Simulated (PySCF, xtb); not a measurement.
B(I)(Me)(OH) (CH4BIO), SMILES CB(O)I.

xtb 6.7.1 with GFN2-xTB at its own geometry gives an orbital gap of 5.13 eV and a dipole moment of 4.05 D.

Coordinates come from a PBE0-D3(BJ)/def2-SVP optimisation. The def2 effective core potentials stand for the cores of I; spin–orbit coupling is left out. One conformer was computed; it need not be the lowest.

Problem. What does PySCF with HF/def2-TZVP give? (An estimate is asked for; the answer gives what the named calculation found.)

Solution. gap 13.10 eV (levels -10.08 and 3.02 eV), dipole 0.91 D.
